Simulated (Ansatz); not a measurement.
A CCSD(T) single point on H5NOSiSn (`[NH2][Sn][O][SiH3]`).

```yaml
crystal:
  periodic: [false, false, false]
  atoms:
    - {symbol: N, position_ang: [-0.671372, 1.493578, -1.238151]}
    - {symbol: Sn, position_ang: [0.551793, 0.169584, -2.130172]}
    - {symbol: O, position_ang: [0.832684, -0.940299, -0.503375]}
    - {symbol: Si, position_ang: [0.448496, -1.088777, 1.066852]}
    - {symbol: H, position_ang: [-0.946626, 1.449691, -0.267609]}
    - {symbol: H, position_ang: [-1.089468, 2.283021, -1.705854]}
    - {symbol: H, position_ang: [-0.480855, -0.008649, 1.522386]}
    - {symbol: H, position_ang: [1.668957, -1.012682, 1.916496]}
    - {symbol: H, position_ang: [-0.225110, -2.391966, 1.322127]}
basis:
  gaussian: {orbitals: def2-TZVPP}
correlation: {method: ccsd_t}
output: {orbitals: {seedname: orbitals}}
```

```sh
$ ansatz run in.yaml --threads 4 --pin off --events-out ev --progress --plain
```

The program prints (abridged):

```
Functional definition: HF
1493 factors; integrals over basis functions are off by at most 1.1e-3 eV
mean field evaluation 1: about -17263.5942 eV, gradient 5.6e1 eV
mean field evaluation 2: about -17263.8108 eV, gradient 5.6e1 eV
mean field evaluation 4: about -17270.1191 eV, gradient 4.0e0 eV
mean field evaluation 8: about -17270.2119 eV, gradient 4.3e-1 eV
mean field evaluation 16: about -17270.2127 eV, gradient 9.9e-7 eV
mean field -17270.21274138 eV, -634.6686120751 hartree, gradient 9.9e-7 eV, S^2 0.000000; 0 other end points of the search recorded, 0 dependent functions left out
11 core orbitals not correlated: weight in the atoms' cores, before any rotation towards them, 1.000 or more for the frozen orbitals, at most 0.000 for the correlated occupied ones
reference -17270.21274138 eV, -634.6686120751 hartree; 17, 17 occupied and 196, 196 virtual orbitals, 1493 factors
second order -24.24845176 eV of doubles, -0.00000000 eV of singles
cycle   1  -23.92487801 eV  change    3.2e-1 eV  update   1.3e-1
cycle   2  -24.56577418 eV  change   -6.4e-1 eV  update   4.1e-2
cycle   3  -24.72834044 eV  change   -1.6e-1 eV  update   2.4e-2
cycle   4  -24.71365810 eV  change    1.5e-2 eV  update   7.5e-3
cycle   5  -24.70775975 eV  change    5.9e-3 eV  update   3.9e-3
cycle   6  -24.70938181 eV  change   -1.6e-3 eV  update   1.5e-3
cycle   7  -24.70918357 eV  change    2.0e-4 eV  update   5.6e-4
cycle   8  -24.70901786 eV  change    1.7e-4 eV  update   2.4e-4
cycle   9  -24.70913817 eV  change   -1.2e-4 eV  update   8.4e-5
cycle  10  -24.70915650 eV  change   -1.8e-5 eV  update   4.3e-5
cycle  11  -24.70912923 eV  change    2.7e-5 eV  update   1.7e-5
perturbative correction -0.88229145 eV, -0.0324236126 hartree
Total energy: -17295.80416205 eV, -635.6090794384 hartree
```

It took 110 s on 4 threads of a server CPU on a shared host, with 3.9 GiB of host memory at the peak.

MP2 recovers 94.8 % of the CCSD(T) correlation energy and the triples give 3.4 %; T1 = 0.0161.
